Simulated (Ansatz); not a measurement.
Ansatz (an electronic-structure program) input (B3LYP/6-31G*):

Ansatz 0.2 input:
```yaml
crystal:
  periodic: [false, false, false]
  atoms:
    - {symbol: N, position_ang: [-1.43007271, -0.96880339, -0.17369967]}
    - {symbol: Si, position_ang: [0.05512480, -0.04738187, 0.15126045]}
    - {symbol: O, position_ang: [0.48155214, 0.03215911, 1.65154862]}
    - {symbol: O, position_ang: [-0.11945389, 1.53943610, -0.52379036]}
    - {symbol: O, position_ang: [1.08610687, -0.71721758, -1.03354787]}
    - {symbol: H, position_ang: [-1.82259499, -0.76812458, -1.09204553]}
    - {symbol: H, position_ang: [-2.14385612, -0.75428674, 0.51886253]}
    - {symbol: H, position_ang: [-0.00715914, 2.10588417, 0.25442208]}
    - {symbol: H, position_ang: [1.62673111, 0.02647612, -1.33667058]}
basis:
  gaussian:
    orbitals: 6-31G*
hamiltonian:
  xc: {name: B3LYP}
total_charge: -1
phonons: {temperatures: {t_min: 298.15, t_max: 298.15, t_step: 100}}
```

Output:

```
Functional definition: B3LYP
integrals: 0.04 GiB planned
882 factors; integrals over basis functions are off by at most 3.8e-4 eV
mean field: 0.32 GiB planned
mean field evaluation 1: about -15569.5797 eV, gradient 7.0e1 eV
mean field evaluation 2: about -15551.2433 eV, gradient 1.2e2 eV
mean field evaluation 4: about -15578.2940 eV, gradient 3.0e0 eV
mean field evaluation 8: about -15578.3306 eV, gradient 2.6e-2 eV
mean field -15578.33059311 eV, -572.4930899249 hartree, gradient 3.6e-5 eV, S^2 0.000000; 0 other end points of the search recorded, 0 dependent functions left out
the calculation of the forces begins
reference -15578.33080676 eV, -572.4930977764 hartree; 25, 25 occupied and 62, 62 virtual orbitals, 882 factors
these checks for a lower state are left out or cut short: stability, starts, cluster_reference, orbital_swaps, neighbouring_geometries, increment
integrals: 0.04 GiB planned
882 factors; integrals over basis functions are off by at most 3.8e-4 eV
mean field: 0.32 GiB planned
mean field evaluation 16: about -15578.3092 eV, gradient 1.5e-1 eV
mean field -15578.33043582 eV, -572.4930841448 hartree, gradient 1.6e-6 eV, S^2 0.000000; 0 other end points of the search recorded, 0 dependent functions left out
the calculation of the forces begins
reference -15578.33064947 eV, -572.4930919963 hartree; 25, 25 occupied and 62, 62 virtual orbitals, 882 factors
these checks for a lower state are left out or cut short: stability, starts, cluster_reference, orbital_swaps, neighbouring_geometries, increment
integrals: 0.04 GiB planned
882 factors; integrals over basis functions are off by at most 3.8e-4 eV
mean field: 0.32 GiB planned
mean field -15578.33043676 eV, -572.4930841794 hartree, gradient 1.9e-6 eV, S^2 0.000000; 0 other end points of the search recorded, 0 dependent functions left out
the calculation of the forces begins
reference -15578.33065041 eV, -572.4930920308 hartree; 25, 25 occupied and 62, 62 virtual orbitals, 882 factors
these checks for a lower state are left out or cut short: stability, starts, cluster_reference, orbital_swaps, neighbouring_geometries, increment
integrals: 0.04 GiB planned
882 factors; integrals over basis functions are off by at most 3.8e-4 eV
mean field: 0.32 GiB planned
mean field evaluation 32: about -15578.3306 eV, gradient 1.2e-6 eV
mean field -15578.33055806 eV, -572.4930886369 hartree, gradient 1.2e-6 eV, S^2 0.000000; 0 other end points of the search recorded, 0 dependent functions left out
the calculation of the forces begins
reference -15578.33077172 eV, -572.4930964889 hartree; 25, 25 occupied and 62, 62 virtual orbitals, 882 factors
these checks for a lower state are left out or cut short: stability, starts, cluster_reference, orbital_swaps, neighbouring_geometries, increment
integrals: 0.04 GiB planned
882 factors; integrals over basis functions are off by at most 3.8e-4 eV
mean field: 0.32 GiB planned
mean field -15578.33055712 eV, -572.4930886024 hartree, gradient 2.3e-6 eV, S^2 0.000000; 0 other end points of the search recorded, 0 dependent functions left out
the calculation of the forces begins
reference -15578.33077075 eV, -572.4930964534 hartree; 25, 25 occupied and 62, 62 virtual orbitals, 882 factors
these checks for a lower state are left out or cut short: stability, starts, cluster_reference, orbital_swaps, neighbouring_geometries, increment
integrals: 0.04 GiB planned
882 factors; integrals over basis functions are off by at most 3.8e-4 eV
mean field: 0.32 GiB planned
mean field -15578.33040413 eV, -572.4930829801 hartree, gradient 2.2e-6 eV, S^2 0.000000; 0 other end points of the search recorded, 0 dependent functions left out
the calculation of the forces begins
reference -15578.33061778 eV, -572.4930908319 hartree; 25, 25 occupied and 62, 62 virtual orbitals, 882 factors
these checks for a lower state are left out or cut short: stability, starts, cluster_reference, orbital_swaps, neighbouring_geometries, increment
integrals: 0.04 GiB planned
882 factors; integrals over basis functions are off by at most 3.8e-4 eV
mean field: 0.32 GiB planned
mean field -15578.33040163 eV, -572.4930828882 hartree, gradient 2.5e-6 eV, S^2 0.000000; 0 other end points of the search recorded, 0 dependent functions left out
the calculation of the forces begins
reference -15578.33061527 eV, -572.4930907394 hartree; 25, 25 occupied and 62, 62 virtual orbitals, 882 factors
these checks for a lower state are left out or cut short: stability, starts, cluster_reference, orbital_swaps, neighbouring_geometries, increment
integrals: 0.04 GiB planned
882 factors; integrals over basis functions are off by at most 3.8e-4 eV
mean field: 0.32 GiB planned
mean field -15578.33047151 eV, -572.4930854562 hartree, gradient 1.4e-6 eV, S^2 0.000000; 0 other end points of the search recorded, 0 dependent functions left out
[...]
the calculation of the forces begins
reference -15578.33073580 eV, -572.4930951689 hartree; 25, 25 occupied and 62, 62 virtual orbitals, 882 factors
these checks for a lower state are left out or cut short: stability, starts, cluster_reference, orbital_swaps, neighbouring_geometries, increment
integrals: 0.04 GiB planned
882 factors; integrals over basis functions are off by at most 3.8e-4 eV
mean field: 0.32 GiB planned
mean field -15578.33058942 eV, -572.4930897896 hartree, gradient 2.1e-6 eV, S^2 0.000000; 0 other end points of the search recorded, 0 dependent functions left out
the calculation of the forces begins
reference -15578.33080306 eV, -572.4930976404 hartree; 25, 25 occupied and 62, 62 virtual orbitals, 882 factors
these checks for a lower state are left out or cut short: stability, starts, cluster_reference, orbital_swaps, neighbouring_geometries, increment
integrals: 0.04 GiB planned
882 factors; integrals over basis functions are off by at most 3.8e-4 eV
mean field: 0.32 GiB planned
mean field -15578.33058964 eV, -572.4930897974 hartree, gradient 2.2e-6 eV, S^2 0.000000; 0 other end points of the search recorded, 0 dependent functions left out
the calculation of the forces begins
reference -15578.33080330 eV, -572.4930976495 hartree; 25, 25 occupied and 62, 62 virtual orbitals, 882 factors
these checks for a lower state are left out or cut short: stability, starts, cluster_reference, orbital_swaps, neighbouring_geometries, increment
integrals: 0.04 GiB planned
882 factors; integrals over basis functions are off by at most 3.8e-4 eV
mean field: 0.32 GiB planned
mean field -15578.33053044 eV, -572.4930876218 hartree, gradient 1.2e-6 eV, S^2 0.000000; 0 other end points of the search recorded, 0 dependent functions left out
the calculation of the forces begins
reference -15578.33074410 eV, -572.4930954737 hartree; 25, 25 occupied and 62, 62 virtual orbitals, 882 factors
these checks for a lower state are left out or cut short: stability, starts, cluster_reference, orbital_swaps, neighbouring_geometries, increment
integrals: 0.04 GiB planned
882 factors; integrals over basis functions are off by at most 3.8e-4 eV
mean field: 0.32 GiB planned
mean field evaluation 288: about -15578.3305 eV, gradient 3.1e-5 eV
mean field -15578.33052885 eV, -572.4930875636 hartree, gradient 1.6e-6 eV, S^2 0.000000; 0 other end points of the search recorded, 0 dependent functions left out
the calculation of the forces begins
reference -15578.33074249 eV, -572.4930954147 hartree; 25, 25 occupied and 62, 62 virtual orbitals, 882 factors
these checks for a lower state are left out or cut short: stability, starts, cluster_reference, orbital_swaps, neighbouring_geometries, increment
integrals: 0.04 GiB planned
882 factors; integrals over basis functions are off by at most 3.8e-4 eV
mean field: 0.32 GiB planned
mean field -15578.33049556 eV, -572.4930863400 hartree, gradient 1.2e-6 eV, S^2 0.000000; 0 other end points of the search recorded, 0 dependent functions left out
the calculation of the forces begins
reference -15578.33070920 eV, -572.4930941914 hartree; 25, 25 occupied and 62, 62 virtual orbitals, 882 factors
these checks for a lower state are left out or cut short: stability, starts, cluster_reference, orbital_swaps, neighbouring_geometries, increment
integrals: 0.04 GiB planned
882 factors; integrals over basis functions are off by at most 3.8e-4 eV
mean field: 0.32 GiB planned
mean field -15578.33049337 eV, -572.4930862597 hartree, gradient 2.3e-6 eV, S^2 0.000000; 0 other end points of the search recorded, 0 dependent functions left out
the calculation of the forces begins
reference -15578.33070702 eV, -572.4930941113 hartree; 25, 25 occupied and 62, 62 virtual orbitals, 882 factors
these checks for a lower state are left out or cut short: stability, starts, cluster_reference, orbital_swaps, neighbouring_geometries, increment
integrals: 0.04 GiB planned
882 factors; integrals over basis functions are off by at most 3.8e-4 eV
mean field: 0.32 GiB planned
mean field -15578.33053888 eV, -572.4930879321 hartree, gradient 1.0e-6 eV, S^2 0.000000; 0 other end points of the search recorded, 0 dependent functions left out
the calculation of the forces begins
reference -15578.33075251 eV, -572.4930957828 hartree; 25, 25 occupied and 62, 62 virtual orbitals, 882 factors
these checks for a lower state are left out or cut short: stability, starts, cluster_reference, orbital_swaps, neighbouring_geometries, increment
integrals: 0.04 GiB planned
882 factors; integrals over basis functions are off by at most 3.8e-4 eV
mean field: 0.32 GiB planned
mean field -15578.33054049 eV, -572.4930879912 hartree, gradient 1.9e-6 eV, S^2 0.000000; 0 other end points of the search recorded, 0 dependent functions left out
the calculation of the forces begins
reference -15578.33075416 eV, -572.4930958434 hartree; 25, 25 occupied and 62, 62 virtual orbitals, 882 factors
these checks for a lower state are left out or cut short: stability, starts, cluster_reference, orbital_swaps, neighbouring_geometries, increment
integrals: 0.04 GiB planned
882 factors; integrals over basis functions are off by at most 3.8e-4 eV
mean field: 0.32 GiB planned
mean field evaluation 320: about -15578.3305 eV, gradient 1.4e-6 eV
mean field -15578.33050193 eV, -572.4930865742 hartree, gradient 1.5e-6 eV, S^2 0.000000; 0 other end points of the search recorded, 0 dependent functions left out
the calculation of the forces begins
reference -15578.33071556 eV, -572.4930944248 hartree; 25, 25 occupied and 62, 62 virtual orbitals, 882 factors
these checks for a lower state are left out or cut short: stability, starts, cluster_reference, orbital_swaps, neighbouring_geometries, increment
integrals: 0.04 GiB planned
882 factors; integrals over basis functions are off by at most 3.8e-4 eV
mean field: 0.32 GiB planned
mean field -15578.33050144 eV, -572.4930865564 hartree, gradient 2.2e-6 eV, S^2 0.000000; 0 other end points of the search recorded, 0 dependent functions left out
the calculation of the forces begins
reference -15578.33071512 eV, -572.4930944087 hartree; 25, 25 occupied and 62, 62 virtual orbitals, 882 factors
these checks for a lower state are left out or cut short: stability, starts, cluster_reference, orbital_swaps, neighbouring_geometries, increment
integrals: 0.04 GiB planned
882 factors; integrals over basis functions are off by at most 3.8e-4 eV
mean field: 0.32 GiB planned
mean field -15578.33057141 eV, -572.4930891277 hartree, gradient 1.6e-6 eV, S^2 0.000000; 0 other end points of the search recorded, 0 dependent functions left out
the calculation of the forces begins
reference -15578.33078507 eV, -572.4930969794 hartree; 25, 25 occupied and 62, 62 virtual orbitals, 882 factors
these checks for a lower state are left out or cut short: stability, starts, cluster_reference, orbital_swaps, neighbouring_geometries, increment
integrals: 0.04 GiB planned
882 factors; integrals over basis functions are off by at most 3.8e-4 eV
mean field: 0.32 GiB planned
mean field -15578.33057100 eV, -572.4930891125 hartree, gradient 1.2e-6 eV, S^2 0.000000; 0 other end points of the search recorded, 0 dependent functions left out
the calculation of the forces begins
reference -15578.33078464 eV, -572.4930969638 hartree; 25, 25 occupied and 62, 62 virtual orbitals, 882 factors
Total energy: -15578.33080676 eV, -572.4930977764 hartree
Atom 0 at    -1.430073    -0.968803    -0.173700 Å, force    -0.000167     0.000147     0.000345 eV/Å
Atom 1 at     0.055125    -0.047382     0.151260 Å, force    -0.000840    -0.000117    -0.001493 eV/Å
Atom 2 at     0.481552     0.032159     1.651549 Å, force     0.000181    -0.000116     0.000721 eV/Å
Atom 3 at    -0.119454     1.539436    -0.523790 Å, force     0.000010     0.000564     0.000025 eV/Å
Atom 4 at     1.086107    -0.717218    -1.033548 Å, force     0.000279    -0.000587     0.000013 eV/Å
Atom 5 at    -1.822595    -0.768125    -1.092046 Å, force     0.000437    -0.000158     0.001028 eV/Å
Atom 6 at    -2.143856    -0.754287     0.518863 Å, force     0.000454    -0.000005    -0.000982 eV/Å
Atom 7 at    -0.007159     2.105884     0.254422 Å, force    -0.000026     0.000292     0.000289 eV/Å
Atom 8 at     1.626731     0.026476    -1.336671 Å, force    -0.000329    -0.000022     0.000053 eV/Å
Dipole moment:    -0.327052     0.455482    -0.557232 e Å
Vibrations: 148.79 201.42 230.39 310.70 342.41 366.68 385.42 431.96 614.85 692.02 750.60 799.74 899.84 953.36 986.37 1173.18 1615.11 3472.56 3568.97 3767.52 3780.02 cm⁻¹, zero-point energy 1.580296 eV
```

The blocks after the first are displaced geometries, from whose forces the wavenumbers follow.

The dipole moment of an ion depends on the origin.
